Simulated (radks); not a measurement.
Problem. These are the eigenvalues of the occupied orbitals of an atom or ion with whole-number occupations (hartree). Calculated with a radial shooting solver on a logarithmic mesh with Libxc functionals: non-relativistic Kohn-Sham, LDA (Slater exchange, VWN5 correlation), spin-unpolarised, spherical densities, point nucleus.

| orbital | eigenvalue |
|---|---|
| 1s | -10.49992 |
| 2s | -0.94054 |
| 2p | -0.62940 |

Which element is it, and in what charge state? The configuration may be excited.

Solution. Z = 6, carbon, charge +1: C+ in [He] 2s2 2p1. The list shows which subshells hold electrons but not how many an open one holds; the 1s level, -10.5 hartree, gives Z - s = 4.6 by -(Z - s)^2/2, which with screening narrows Z to a few neighbours, and the depths of the outer levels then fix element, charge and occupations together.
